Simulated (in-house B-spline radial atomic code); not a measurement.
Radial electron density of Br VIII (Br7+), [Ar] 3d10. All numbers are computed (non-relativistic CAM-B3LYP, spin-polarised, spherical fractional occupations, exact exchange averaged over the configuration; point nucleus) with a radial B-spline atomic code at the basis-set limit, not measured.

Columns: r (bohr), 4πr²n(r) (electrons per bohr), bar.

```
 0.00193    1.209 #
 0.00229    1.659 #
 0.00273    2.286 ##
 0.00325    3.125 ###
 0.00386    4.223 ####
 0.00459    5.674 #####
 0.00547    7.578 #######
  0.0065    9.957 #########
 0.00774    12.95 ###########
  0.0092    16.52 ##############
  0.0109     20.6 ##################
   0.013    25.33 ######################
  0.0155    30.29 ##########################
  0.0184    34.97 ##############################
  0.0219    39.02 ##################################
  0.0261    41.81 ####################################
   0.031    42.79 #####################################
  0.0369    41.89 #####################################
  0.0439    39.52 ##################################
  0.0523    36.77 ################################
  0.0622    35.25 ###############################
   0.074    36.31 ################################
   0.088    40.29 ###################################
   0.105    45.96 ########################################
   0.125    50.28 ############################################
   0.148    50.46 ############################################
   0.176     45.5 ########################################
    0.21    37.25 ################################
    0.25    30.34 ##########################
   0.297    28.27 #########################
   0.353     30.8 ###########################
    0.42    34.14 ##############################
     0.5    33.83 ##############################
   0.595    28.39 #########################
   0.708    19.83 #################
   0.842    11.46 ##########
       1    5.465 #####
    1.19     2.09 ##
    1.42   0.6199 #
    1.69   0.1434 
    2.01  0.02425
```

On this grid the curve has 3 maxima, near 0.031, 0.148, 0.42 bohr.

The 3d up radial function P(r) = rR(r), positive near the nucleus:

```tsv
r (bohr)	P
0.013	0.001346
0.0184	0.003591
0.0261	0.009406
0.0369	0.02362
0.0523	0.05705
0.074	0.1291
0.105	0.2712
0.148	0.5061
0.21	0.8351
0.297	1.16
0.42	1.316
0.595	1.177
0.842	0.799
1.19	0.3842
1.69	0.1119
```
